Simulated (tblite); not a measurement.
Species: C2H7FO3Si2.
Cartesian coordinates in Å at the GFN2-xTB level; atoms count from 1:
```
atom  x, y, z in Å
O1    -2.188    0.181   -1.581
C2    -1.424   -0.608   -0.709
C3    -0.657    0.237    0.304
O4     0.222    1.102   -0.428
Si5    1.809    0.839   -0.307
F6     2.521    2.185    0.165
O7     1.883   -0.257    0.902
Si8    0.463   -0.778    1.508
H9    -1.626    0.912   -1.869
H10   -2.120   -1.273   -0.193
H11   -0.704   -1.218   -1.278
H12   -1.368    0.897    0.812
H13    2.454    0.321   -1.482
H14    0.345   -0.323    2.885
H15    0.386   -2.207    1.248
```

Level: GFN2-xTB in tblite, geometry and Hessian alike; calculated harmonic values, unscaled, isolated species. Against measured fundamentals such values can be off by several per cent, at times by over 20. Modes of hydrogen on silicon can be 10 to 20 % off. One conformer, not necessarily the lowest.

Harmonic wavenumbers (cm⁻¹): 58.2, 87.2, 102.0, 161.9, 209.9, 268.7, 307.0, 399.1, 412.2, 436.4, 472.2, 513.1, 581.0, 601.0, 638.5, 685.6, 720.4, 753.5, 795.5, 835.4, 881.3, 934.0, 960.2, 1043.1, 1055.0, 1089.8, 1164.8, 1191.8, 1262.5, 1314.5, 1345.3, 1466.8, 2337.4, 2342.2, 2495.1, 2859.0, 2919.0, 2982.8, 3515.4.

A = 2221, B = 1126, C = 821.1 MHz; mass 153.992 u (most abundant isotopes); point group C1, symmetry number 1.

Problem. Zero-point energy?

Solution. Half the sum of the wavenumbers: 21099 cm⁻¹ = 252.40 kJ/mol.

Problem. What is S at 350 K and 1 bar for an ideal gas of classical rigid rotors and harmonic oscillators?

Solution. Translation 175.01, rotation 125.17, vibration 132.99: S = 433.2 J/(mol K).

Problem. And Cp and H(350 K) − H(0)?

Solution. Cp = 177.07 J/(mol K), of which vibrations give 143.81 (their classical limit is 39 R = 324.3); H(350 K) − H(0) = 36.83 kJ/mol without the zero-point energy, 25.19 from vibrations.

Problem. How do the functions run with temperature in this model?

Solution. 
| T (K) | S (J/(mol K)) | Cp (J/(mol K)) | H − H(0) (kJ/mol) | G − H(0) (kJ/mol) | ln q(vib) |
| --- | --- | --- | --- | --- | --- |
| 100 | 288.0 | 73.0 | 5.14 | -23.66 | 1.36 |
| 200 | 351.8 | 116.7 | 14.60 | -55.76 | 3.67 |
| 300 | 407.3 | 158.8 | 28.42 | -93.76 | 6.10 |
| 500 | 504.0 | 219.8 | 66.81 | -185.19 | 11.02 |
| 800 | 619.5 | 270.1 | 141.12 | -354.48 | 17.88 |
| 1000 | 682.1 | 290.5 | 197.30 | -484.80 | 22.01 |

q(vib) and H(0) count from the zero-point level.

Problem. Blend soft modes into free rotors: weight 1/[1 + (100 cm⁻¹/ν̃)⁴] for the oscillator and the rest for a rotor with moment μB/(μ + B), μ = h/(8π²ν), B = 10⁻⁴⁴ kg m². What vibrational entropy results?

Solution. 124.24 J/(mol K) in place of 132.99, which changes −T·S at 350 K by +3.06 kJ/mol.

Problem. Which modes carry the vibrational entropy at 350 K?

Solution. 58.2 cm⁻¹: 20.23; 87.2 cm⁻¹: 16.89; 102.0 cm⁻¹: 15.60; 161.9 cm⁻¹: 11.85; 209.9 cm⁻¹: 9.79; 268.7 cm⁻¹: 7.90 J/(mol K); the other 33 give 50.73 together.

Problem. What must be added to the electronic energy to get the Gibbs energy at 350 K and 1 bar?

Solution. ZPE + [H(350 K) − H(0)] − T·S = 252.40 + 36.83 − 151.61 = 137.62 kJ/mol.

Hindered rotation and anharmonicity are outside this model. Other conformers, if any are populated, would add a mixing term that is left out. The structure is chiral; the term R ln 2 for an equal mix with its mirror image is left out.

On one thread, Arm Neoverse V1 (aarch64), no GPU (shared host), this took 0.57 s wall. The figure is for the frequency step alone.
